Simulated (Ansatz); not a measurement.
The cluster Hg2O3⁻. Charge -1, multiplicity 2. Geometry PBE0-D4/def2-SVPD, basis def2-TZVPD, Ansatz.

```xyz
5

Hg   -0.546    1.251   -2.115
Hg   -0.461   -0.799    0.662
O     1.411    0.188    0.948
O     1.708    1.070    0.044
O    -2.112   -1.709    0.460
```

```json
{"run": "A", "HOMO (eV)": "-4.08", "LUMO (eV)": "3.86"}
{"run": "B", "HOMO (eV)": "-1.34", "LUMO (eV)": "1.56"}
{"run": "C", "HOMO (eV)": "-0.66", "LUMO (eV)": "0.81"}
{"run": "D", "HOMO (eV)": "-1.74", "LUMO (eV)": "1.95"}
{"run": "E", "HOMO (eV)": "-0.51", "LUMO (eV)": "0.45"}
```

In the def2 sets Hg takes a core potential; there is no spin–orbit coupling. HSE06 is defined as in plane-wave codes, on full-range PBE exchange. The structure holds 1 bond(s) between oxygen atoms. Another isomer (doublet) lies 0.33 eV lower at PBE0-D4/def2-TZVPD; other spin states weren't run for this one.

HOMO and LUMO are taken over both spins.

Question: The runs used HSE06, PBE, PBE0, r2SCAN, ωB97X-V. Estimate which is which.

Answer: A ωB97X-V (range-separated); B HSE06 (range-separated); C r2SCAN (0 % exact exchange); D PBE0 (25 % exact exchange); E PBE (0 % exact exchange). Exact exchange lowers occupied and raises empty levels; among semilocal functionals meta-GGAs tend to open the gap a little, and such runs are hard to tell apart. The gap grows from 0.95 eV (PBE) to 7.95 eV (ωB97X-V).
